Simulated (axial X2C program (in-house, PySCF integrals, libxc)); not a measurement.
Outer orbitals of BeI⁺ at 2.075 Å, HF

Calculated with an in-house relativistic program for diatomic molecules. Spin-free means the one-electron spin-free X2C Hamiltonian; two-component (2c) means X2C with spin–orbit coupling and atomic mean-field two-electron Coulomb and Gaunt terms, so the difference of the two also holds small scalar two-electron terms. Basis: I dyall-cv3z [11s12p8d4f1g], Be dyall-cv3z [8s8p3d1f] (cores contracted in-house); Gaussian nuclei, density fitting, unrestricted open shells. Masses: I 126.904 u, Be 9.012 u.

The distance is close to the 2c PBE0 minimum; the highest filled and lowest empty levels are listed.

Spin-free orbitals, state M_S = 0, Λ = 0 (closed shell) (Löwdin shares):

```json
{"symmetry": "σα", "occupied": "yes", "ε (eV)": "-30.21", "atomic character": "71% I s, 14% Be p, 10% Be s"}
{"symmetry": "σα", "occupied": "yes", "ε (eV)": "-18.63", "atomic character": "67% I p, 18% Be s, 7% I s"}
{"symmetry": "π+α", "occupied": "yes", "ε (eV)": "-16.12", "atomic character": "82% I p, 13% Be p, 4% Be d"}
{"symmetry": "π-α", "occupied": "yes", "ε (eV)": "-16.12", "atomic character": "82% I p, 13% Be p, 4% Be d"}
{"symmetry": "σα", "occupied": "no", "ε (eV)": "-7.39", "atomic character": "48% Be s, 44% Be p, 5% I p"}
{"symmetry": "π-α", "occupied": "no", "ε (eV)": "-4.38", "atomic character": "79% Be p, 10% I p, 7% I d"}
{"symmetry": "π+α", "occupied": "no", "ε (eV)": "-4.38", "atomic character": "79% Be p, 10% I p, 7% I d"}
{"symmetry": "σα", "occupied": "no", "ε (eV)": "-1.98", "atomic character": "86% Be p, 5% Be d, 4% I s"}
```

One partner of each degenerate Kramers or spin pair is listed.

Spinors with spin–orbit coupling (state Ω = 0):

```
  ω  occupied  ε (eV)             atomic character    λ mixture
1/2       yes  -30.22  71% I s, 14% Be p, 10% Be s       100% σ
1/2       yes  -18.75   68% I p, 17% Be s, 7% Be p  95% σ, 5% π
1/2       yes  -16.43   82% I p, 11% Be p, 4% Be d  95% π, 5% σ
3/2       yes  -15.78   80% I p, 14% Be p, 4% Be d       100% π
1/2        no   -7.36   48% Be s, 44% Be p, 5% I p       100% σ
1/2        no   -4.38     81% Be p, 9% I p, 7% I d       100% π
3/2        no   -4.36    78% Be p, 12% I p, 7% I d       100% π
1/2        no   -1.98    86% Be p, 6% Be d, 4% I s       100% σ
```

One partner of each degenerate Kramers or spin pair is listed.

Task: How does the gap between the highest filled and lowest empty level change from the spin-free to the 2c table?

Result: From 8.73 to 8.42 eV at HF, a change of -0.31 eV.

Mulliken charges and populations of the two-component result (they depend on the basis, above all on diffuse functions):

I 0.25 e (s 9.91 p 22.80 d 20.03 f 0.01), Be 0.75 e (s 2.59 p 0.58 d 0.08 f 0.01).

The state is a single determinant with fixed occupations, the lowest that a limited PBE0 search found.
